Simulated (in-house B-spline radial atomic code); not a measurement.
Checks on a self-consistent run for Ti7+, [Ne] 3s1 (3p1/2)1 (3p3/2)2 (7d5/2)1. Computed with a B-spline radial code for spherical atoms: Dirac-Hartree-Fock, average of the jj configuration, Fermi nucleus of rms radius 3.5921 fm.

```
orbital  q      ε (Eh)     <1/r>        <r²>  small-component weight
  1s1/2  2  -190.76646   21.8131  0.00649891               0.0062153
  2s1/2  2   -27.67575   4.61038    0.121617               0.0011044
  2p1/2  2   -24.02684   4.51802    0.100076                0.001071
  2p3/2  4   -23.80832   4.46237    0.101748               0.0010603
  3s1/2  1    -7.87325   1.56571    0.919801              0.00028117
  3p1/2  1    -6.80557   1.48534    0.969087              0.00025989
  3p3/2  2    -6.75268   1.47407    0.979967              0.00025801
  7d5/2  1    -0.70937  0.181013     73.5808              2.1665e-05
```

Electron-electron repulsion V_ee = 221.0094 hartree.

(1) What total energy follows from the eigenvalues?

(2) Does the Dirac virial theorem hold?

(3) What diamagnetic shielding (Lamb formula) and susceptibility (Langevin formula) do the radii give?

Results:

(1) The eigenvalues count the repulsion twice, so E = Σqε - V_ee = -609.065 - 221.009 = -830.074 hartree; the run printed -830.074.

(2) For a point nucleus E = -2c²Σq·w, with w the small-component weight. Here Σq·w = 0.022101 and c = 137.0360, so the ratio E/(-2c²Σq·w) is 1.000004; the finite nucleus accounts for the departure from 1.

(3) σ = (α²/3)Σq<1/r> = 85.9126/(3·137.036²) = 1525 ppm, and χ = -0.79199×10⁻⁶·Σq<r²> = -62.01×10⁻⁶ cm³/mol with Σq<r²> = 78.293 bohr². Both are non-relativistic formulas without the paramagnetism of open shells.
